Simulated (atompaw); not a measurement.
## W: PAW (atompaw) pseudisation with LDA (PW92), scalar-relativistic reference atom.

| Property | Result |
| --- | --- |
| Element | tungsten |
| Generator | atompaw 4.2.0.5 |
| Type | PAW |
| Functional | LDA (PW92) |
| Relativity | scalar-relativistic |
| Frozen core | [Kr] 4d10 4f14 5s2 |
| Valence charge | 12 |
| Reference configuration | 5p6 5d4 6s1.5 6p0 (charge +0.5) |
| Partial waves | 6s (bound): rc 2.65 bohr; 6s channel at 3.2 Ry: rc 2.75 bohr; 5p (bound): rc 2.20 bohr; 6p (bound, empty): rc 2.75 bohr; 5d (bound): rc 2.75 bohr; 5d channel at -0.15 Ry: rc 2.45 bohr; 5f channel at 0.45 Ry: rc 2.75 bohr; 5f channel at 2.35 Ry: rc 2.75 bohr |
| Local potential | troulliermartins scheme with l = 4 at 0 Ry, radius 2.35 bohr |
| Core correction | smooth core density matched at 1.90 bohr |
| Augmentation charge | sinc compensation charge, radius 2.50 bohr; PAW radius 2.75 bohr; waves and projectors: custom rrkj gramschmidtortho |

Task: Does the generator finish with these settings?

Result: Yes, a potential is produced.

Task: Estimate the cutoffs (Ry, on a coarse ladder) from which the occupation-weighted sum of valence levels, in a spherical-Bessel basis at the reference potential, stays within 10 and 1 mRy of its value at 400 Ry.

Result: 18 Ry and 30 Ry.

Task: What does a ghost test show?

Result: Ghost state, extra bound levels that the all-electron valence spectrum of the same l lacks: s at -39.6 eV. A true bound ghost makes a file unfit for plane-wave use. The logarithmic derivative shows an extra or strongly shifted pseudo pole above the reference energy (p near 1.06 Ry).

Task: Is the overlap operator S = 1 + Σ q|β⟩⟨β| positive definite (Bessel basis up to 400 Ry)?

Result: Yes: its lowest eigenvalue is 0.53 (p channel).
